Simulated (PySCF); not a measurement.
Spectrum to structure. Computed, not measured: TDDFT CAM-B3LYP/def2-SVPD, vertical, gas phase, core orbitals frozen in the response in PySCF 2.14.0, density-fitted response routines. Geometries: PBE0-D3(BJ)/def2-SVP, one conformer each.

```csv
state,ν̃ (cm⁻¹),f,"main configurations (H = HOMO, L = LUMO)"
S1,32420,0.095,H→L (98%)
S2,43450,0.0011,H→L+1 (87%)
S3,45330,0.0005,H-1→L (92%)
S4,47040,0.0000,"H→L+2 (67%), H→L+3 (20%)"
S5,50730,0.0002,"H→L+4 (46%), H→L+3 (29%), H→L+5 (12%)"
S6,52280,0.0038,H-3→L (89%)
S7,53040,0.0052,"H-2→L (44%), H→L+6 (33%), H→L+9 (18%)"
S8,53750,0.0088,"H→L+5 (29%), H→L+3 (28%), H→L+2 (26%)"
S9,54160,0.0078,"H→L+7 (36%), H→L+4 (29%), H→L+5 (25%)"
S10,56950,0.011,"H→L+7 (46%), H→L+5 (22%), H→L+8 (19%)"
```

Triplets computed (Tamm–Dancoff): 2.44, 4.62, 5.23, 5.26 eV.

Question: Which structure fits?
A. `O=C1CCCCO1`
B. `C1([SiH2]C=CC=1)O[SiH3]`
C. `C=C[Si]([SiH3])([SiH3])C=C`
D. `C1=C\C=C/C=C\C=C/1`

Answer: B. Its S1 lies at 4.02 eV; the nearest of the others has S1 at 3.69 eV. S1 is HOMO→LUMO (98%). Löwdin shares by element: HOMO carbon 62% or more, oxygen 14% (atoms not listed hold the other 23%); LUMO carbon 69% (atoms not listed hold the other 31%). At the same level the other candidates give, for their lowest levels:
- `O=C1CCCCO1`: 5.66 eV (f 0.001); 7.56 eV (f 0.036); 7.72 eV (f 0.082); 8.04 eV (f 0.007); 8.35 eV (f 0.040); T1 5.16 eV; HOMO -9.24, LUMO 0.86 eV
- `C1=C\C=C/C=C\C=C/1`: 3.69 eV (f 0.000); 5.61 eV (f 0.005 summed over 2 states); 6.29 eV (f 0.019); 6.29 eV (f 0.670 summed over 2 states); 6.67 eV (f 0.000); T1 2.68 eV; HOMO -7.39, LUMO -0.33 eV
- `C=C[Si]([SiH3])([SiH3])C=C`: 5.95 eV (f 0.056); 6.12 eV (f 0.211); 6.29 eV (f 0.101); 6.44 eV (f 0.031); 6.59 eV (f 0.164); T1 4.09 eV; HOMO -8.41, LUMO 0.38 eV

Shape of the structure used: `[SiH3:1][O:2][C:3]1=[CH:4][CH:5]=[CH:6][SiH2:7]1`: Si1–O2–C3–C4 180°.
